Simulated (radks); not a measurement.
Results of a calculation; reference values are marked as such.
Task: The table gives one normalised radial function P(r) = r R(r) of Lu3+ in [Xe] 4f13 5d1 (r in bohr). Code: a radial shooting solver on a logarithmic mesh with Libxc functionals. Model: non-relativistic Kohn-Sham, OLYP, spin-polarised, spherical densities, point nucleus; open shells are filled with parallel spins first (spin-orbit coupling, left out, can overturn this in heavy ions); relativity is left out, which matters for an element this heavy.

| r | P |
|---|---|
| 0.001695 | 0.0000 |
| 0.001957 | 0.0000 |
| 0.002261 | 0.0000 |
| 0.002611 | 0.0000 |
| 0.003015 | 0.0000 |
| 0.00351 | 0.0000 |
| 0.004054 | 0.0000 |
| 0.004681 | 0.0000 |
| 0.005407 | 0.0000 |
| 0.006244 | 0.0000 |
| 0.007211 | 0.0000 |
| 0.008328 | 0.0000 |
| 0.009695 | 0.0000 |
| 0.0112 | 0.0001 |
| 0.01293 | 0.0001 |
| 0.01493 | 0.0003 |
| 0.01725 | 0.0004 |
| 0.01992 | 0.0007 |
| 0.023 | 0.0013 |
| 0.02678 | 0.0022 |
| 0.03093 | 0.0036 |
| 0.03572 | 0.0059 |
| 0.04125 | 0.0096 |
| 0.04764 | 0.0155 |
| 0.05502 | 0.0247 |
| 0.06354 | 0.0386 |
| 0.07397 | 0.0607 |
| 0.08542 | 0.0914 |
| 0.09865 | 0.1348 |
| 0.1139 | 0.1943 |
| 0.1316 | 0.2730 |
| 0.152 | 0.3731 |
| 0.1755 | 0.4946 |
| 0.2043 | 0.6427 |
| 0.2359 | 0.7941 |
| 0.2725 | 0.9445 |
| 0.3147 | 1.0793 |
| 0.3634 | 1.1825 |
| 0.4197 | 1.2403 |
| 0.4847 | 1.2449 |
| 0.5643 | 1.1923 |
| 0.6517 | 1.0960 |
| 0.7527 | 0.9667 |
| 0.8692 | 0.8191 |
| 1.004 | 0.6673 |
| 1.159 | 0.5220 |
| 1.339 | 0.3909 |
| 1.559 | 0.2731 |
| 1.8 | 0.1835 |
| 2.079 | 0.1154 |
| 2.401 | 0.0675 |
| 2.773 | 0.0364 |
| 3.202 | 0.0179 |
| 3.698 | 0.0079 |
| 4.305 | 0.0029 |
| 4.972 | 0.0009 |
| 5.742 | 0.0002 |
| 6.632 | 0.0001 |

Which n and l does it have? It may be an empty orbital.

Result: n = 4, l = 3: the number of nodes gives n - l - 1 = 0, the rise at small r (about r^(l+1)) gives l, and the extent must fit the shell. The curve is that of 4f up; the table hardly tells the two spins apart. 4f up: eigenvalue -51.018 eV, 0 radial nodes, <r> = 0.659 bohr, 90 % of the charge inside 1.10 bohr.
